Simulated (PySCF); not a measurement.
**XPS shifts beside NMR shieldings**

Species: C4H8O2Si.
Atom-mapped SMILES: `[CH2:1]=[CH:2][O:3][SiH2:4][C:5]([CH3:6])=[O:7]`

Structure used (PBE0-D3(BJ)/def2-SVP), in Å, numbered top down from 1:
```
atom  x, y, z in Å
C1     2.3408   -1.2701    1.4804
C2     1.7101   -0.1151    1.2734
O3     0.6083   -0.0111    0.4965
Si4   -0.2793    1.3610    0.1145
C5    -1.6695    0.8153   -1.0952
C6    -1.8038   -0.6094   -1.5430
O7    -2.4120    1.7022   -1.4579
H8     1.9846   -2.1949    1.0213
H9     3.2258   -1.2988    2.1163
H10    2.0654    0.8181    1.7330
H11   -0.8977    1.9526    1.3365
H12    0.5813    2.3801   -0.5548
H13   -1.9365   -1.2637   -0.6659
H14   -0.8699   -0.9373   -2.0280
H15   -2.6529   -0.7139   -2.2328
```

Binding energies: delta-SCF UKS SCAN, pcX-2 on the ionised atom, pcseg-1 elsewhere, spin-free X2C in PySCF 2.14.0. Shieldings: GIAO PBE0/pcSseg-1, non-relativistic, same geometry.

| atom | isotropic shielding (ppm) |
| --- | --- |
| C1 | 82.8 |
| C2 | 31.9 |
| C6 | 144.0 |

Question: What are the C 1s binding energies of these atoms?

Answer: 
| atom | environment | C 1s (eV) | isotropic shielding (ppm) |
| --- | --- | --- | --- |
| C1 | terminal =CH2 carbon | 290.06 | 82.8 |
| C6 | methyl carbon next to a carbonyl | 291.12 | 144.0 |
| C2 | vinylic carbon bearing oxygen | 292.36 | 31.9 |

Question: Among the listed atoms, is the one with the highest binding energy also the least shielded?

Answer: Yes: C2 has both (292.36 eV, 31.9 ppm).

By binding energy: C1 < C6 < C2. By shielding: C2 < C1 < C6.

The unrestricted hole states depart most from a pure doublet (⟨S²⟩ = 0.75; over 0.85 named) for C 1s of C2 (0.85), which makes this value less certain. Isolated species at its PBE0-D3(BJ)/def2-SVP geometry (one conformer only).
